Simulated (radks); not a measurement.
Spherical quantum dot in the effective-mass picture: electrons in a hard-walled sphere of radius 6.22, with a point charge +1 (a donor) at the centre, all in effective atomic units (hartree* = m*/eps^2 hartree, bohr* = eps/m* bohr), one dielectric constant everywhere. Calculated with a radial shooting solver with Libxc functionals: non-relativistic Kohn-Sham, exchange-only LDA, spin-polarised, spherical densities. Levels are named by radial order and angular momentum (1s, 1p, 1d, 2s, ...), and open shells are averaged over m.

N = 3, configuration 1s2 1p(up 1, down 0). This is the lowest configuration that the search found. Occupied and some empty levels:

level    occupation  eigenvalue (hartree*)  <r> (bohr*)
1s up             1                0.39494        2.456
1s down           1                0.41344        2.136
1p up             1                0.57791        3.767
1p down           0                0.63534        3.718
2s up             0                0.66992        3.074
2s down           0                0.70136        3.301
1d up             0                0.73823        4.099
1d down           0                0.79991        4.091
1f up             0                0.93268        4.317
1f down           0                0.99521        4.321

Energy (hartree*): total 0.0828888, kinetic 0.76988, external -1.6527, Hartree 1.4722, exchange-correlation -0.50647.
